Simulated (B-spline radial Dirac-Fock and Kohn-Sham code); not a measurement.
Z = 50 (tin), transition energy 2060 keV. The computed values come from a radial B-spline solver: a Dirac-Hartree-Slater potential of the neutral atom with a Latter tail (no hole, which puts coefficients of high multipoles low close above an edge), finite nucleus with surface currents. Subshells that would emit electrons below 1 keV are left out, and so is internal pair formation.

Problem. A pure transition shows α(K) = 0.000140, L1/L2 = 88.2 and L1/L3 = 43.7. What is its multipolarity?
A. E4
B. M3
C. E3
D. M1
E. E2
F. E1
G. M2
H. M4

Solution. F. For comparison, α(K), L1/L2, L1/L3 are E2 0.000266, 44.2, 53.6; E3 0.000453, 24.6, 56.9; E4 0.000727, 15.7, 53.7; M1 0.000292, 55.6, 95.6; M2 0.000583, 37.6, 135; M3 0.000976, 27.5, 122; M4 0.00154, 21.1, 79.6.
